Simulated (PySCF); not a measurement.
C8H11 (doublet state).
Atom-mapped SMILES: `[H]/[C:1]=[C:2](\[CH:3]=[CH2:4])[C:5](=[CH2:6])[CH2:7][CH3:8]` (hydrogens: H9 on C1; H10 on C3; H11, H12 on C4; H13, H14 on C6; H15, H16 on C7; H17, H18, H19 on C8)

Structure used (GFN2-xTB), in Å, numbered top down from 1:
```
atom  x, y, z in Å
C1    -0.4220    1.3853   -1.6079
C2     0.3386    0.6071   -0.8822
C3     1.6962    1.0556   -0.4921
C4     2.3010    0.7048    0.6323
C5    -0.1460   -0.7034   -0.3953
C6     0.6417   -1.7689   -0.3347
C7    -1.5993   -0.7446   -0.0144
C8    -1.8536    0.0528    1.2645
H9    -0.3435    2.3270   -2.1000
H10    2.1524    1.7709   -1.1635
H11    1.8539    0.0206    1.3335
H12    3.2727    1.0933    0.8898
H13    1.6781   -1.7335   -0.6252
H14    0.2679   -2.7257   -0.0095
H15   -2.1815   -0.3051   -0.8287
H16   -1.9179   -1.7784    0.1284
H17   -1.5435    1.0869    1.1326
H18   -2.9112    0.0367    1.5172
H19   -1.2937   -0.3721    2.0950
```

The hyperfine couplings belong to this conformer and change with its torsions.

Theory: UKS B3LYP, pcH-1 on C H, non-relativistic, mean-field spin-orbit, GIAO (PySCF 2.14.0). One conformer (not necessarily the lowest) at the GFN2-xTB geometry, without solvent, vibrations or thermal averaging. Couplings are sensitive to structure, and on GFN2-xTB geometries they can be far from those on DFT ones. The frame is twisted about the C2–C5 bond at this geometry (dihedral C1–C2–C5–C7 = -36°); couplings at other torsion angles weren't computed. No stability test was run, so a lower SCF solution isn't excluded.

(1) Give the principal g shifts and their parts.

(2) At 9.469 GHz, how far is the centre of the isotropic spectrum from where a free electron (g = 2.002319) resonates?

(3) What effective moment and Curie constant follow for a powder?

(4) What are the electron Larmor frequencies g μB B/h along the three axes at 1200 mT?

(5) In a frozen sample, at which fields do the three g values resonate at 9.5, 34, 94 and 263 GHz (hyperfine left aside), and which band first spreads them over more than twice a line width of 0.5 mT?

Answers

(1) 
```
                    Δg (ppm)     1     2     3
relativistic mass correction  -153  -153  -153
            gauge correction    26    12    10
   orbital Zeeman/spin–orbit  -325    22   582
                       total  -452  -119   439
```

So g = 2.00187, 2.00220, 2.00276 and g_iso = 2.00228; the tensor is rhombic: the two nearest values differ by 37 % of g3 − g1. Axes: g1 points within 5° of the C1–H9 bond and g2 points within 12° of the C2–C3 bond.

(2) B = hν/(g μB) with μB/h = 13.99624 MHz/mT gives 337.88 mT for the free electron and 337.88 mT at g_iso, the same within 0.01 mT.

(3) With the mean of g² = 4.0091 and S(S+1) = 0.75: μ_eff = √(⟨g²⟩S(S+1)) = 1.734 μB and χT = 0.12505·⟨g²⟩·S(S+1) = 0.376 cm³ K/mol (cgs; spin-Hamiltonian part alone).

(4) 33.6223, 33.6279, 33.6373 GHz for g1, g2 and g3, a range of 15.0 MHz.

(5) 
| band | GHz | B(g3) mT | B(g2) mT | B(g1) mT | spread mT |
| --- | --- | --- | --- | --- | --- |
| X | 9.5 | 338.91 | 339.00 | 339.06 | 0.15 |
| Q | 34.0 | 1212.94 | 1213.28 | 1213.48 | 0.54 |
| W | 94.0 | 3353.42 | 3354.35 | 3354.91 | 1.49 |
| J | 263.0 | 9382.44 | 9385.05 | 9386.61 | 4.18 |

The spread grows in proportion to the frequency. W band is the first where it exceeds 1.0 mT.

The largest Mulliken spin populations are on C1 (+1.08), C2 (-0.17) and C3 (+0.07). C1 is the only atom above +0.15.

The HOMO–LUMO gaps are 5.40 eV among the α and 3.87 eV among the β orbitals.
